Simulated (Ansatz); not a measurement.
Start from `[F][GaH][ZnH]` and change one atom or group to get `[F][GaH][F]`.

Ansatz, PBE0-D4/def2-TZVP geometries, multiplicity 1. 

Scalar relativity is left out up to krypton.

```csv
property,`[F][GaH][ZnH]`
"ideal-gas entropy at 298 K and 1 bar (rigid rotor, harmonic PBE0-D4/def2-TZVP) / J/(mol·K)",321
HOMO energy (B3LYP/def2-TZVPP) / eV,-7.01
zero-point energy (PBE0-D4/def2-TZVP) / kJ/mol,39.3
HOMO–LUMO gap (PBE0/def2-TZVPP) / eV,4.86
HOMO energy (PBE/def2-TZVPP) / eV,-6.12
size of the dipole moment (ωB97M-V/def2-TZVPP) / D,2.50
```

Question: Give the same properties after the change, and the shifts. (An estimate is asked.)

Answer: The calculation gave: 
```tsv
property	`[F][GaH][F]`	shift
ideal-gas entropy at 298 K and 1 bar (rigid rotor, harmonic PBE0-D4/def2-TZVP) / J/(mol·K)	278	-43
HOMO energy (B3LYP/def2-TZVPP) / eV	-10.17	-3.16
zero-point energy (PBE0-D4/def2-TZVP) / kJ/mol	28.4	-10.9
HOMO–LUMO gap (PBE0/def2-TZVPP) / eV	9.02	4.16
HOMO energy (PBE/def2-TZVPP) / eV	-8.69	-2.57
size of the dipole moment (ωB97M-V/def2-TZVPP) / D	2.52	0.02
```

With PBE0 the HOMO falls by 3.22 eV and the LUMO rises by 0.94 eV, so the gap widens by about 4.16 eV. PBE moves the HOMO by -2.57 eV and ωB97M-V by -3.54 eV. The zero-point energy changes by -10.9 kJ/mol with -3 modes. Dipoles are sizes alone; their direction can turn.

B3LYP here is the variant with VWN-RPA as its local correlation; programs differ in this.
